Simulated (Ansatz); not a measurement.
`[Cl][GeH3]` and `[GeH3][Br]` differ in one element.

Ansatz, PBE0-D4/def2-TZVP geometries, multiplicity 1. 

Outer-core shells of Br, Ge are correlated without core-valence functions. Scalar relativity is left out up to krypton. Spin–orbit coupling is left out.

```json
{"property": "LUMO energy (ωB97M-V/def2-TZVPP) / eV", "`[Cl][GeH3]`": "1.64"}
{"property": "zero-point energy (PBE0-D4/def2-TZVP) / kJ/mol", "`[Cl][GeH3]`": "64.4"}
{"property": "HOMO energy (PBE0/def2-TZVPP) / eV", "`[Cl][GeH3]`": "-8.78"}
{"property": "HOMO–LUMO gap (ωB97M-V/def2-TZVPP) / eV", "`[Cl][GeH3]`": "12.66"}
{"property": "vertical ionisation energy (CCSD(T)/def2-TZVPP) / eV", "`[Cl][GeH3]`": "11.37"}
{"property": "HOMO energy (ωB97M-V/def2-TZVPP) / eV", "`[Cl][GeH3]`": "-11.02"}
```

Problem. Give the same properties after the change, and the shifts. (Estimate.)

Solution. The calculation gave: 
| property | `[GeH3][Br]` | shift |
| --- | --- | --- |
| LUMO energy (ωB97M-V/def2-TZVPP) / eV | 1.27 | -0.37 |
| zero-point energy (PBE0-D4/def2-TZVP) / kJ/mol | 63.3 | -1.1 |
| HOMO energy (PBE0/def2-TZVPP) / eV | -8.26 | 0.52 |
| HOMO–LUMO gap (ωB97M-V/def2-TZVPP) / eV | 11.74 | -0.92 |
| vertical ionisation energy (CCSD(T)/def2-TZVPP) / eV | 10.70 | -0.67 |
| HOMO energy (ωB97M-V/def2-TZVPP) / eV | -10.47 | 0.55 |

With PBE0 the HOMO rises by 0.52 eV and the LUMO falls by 0.34 eV, so the gap narrows by about 0.86 eV. PBE moves the HOMO by 0.40 eV and ωB97M-V by 0.55 eV.
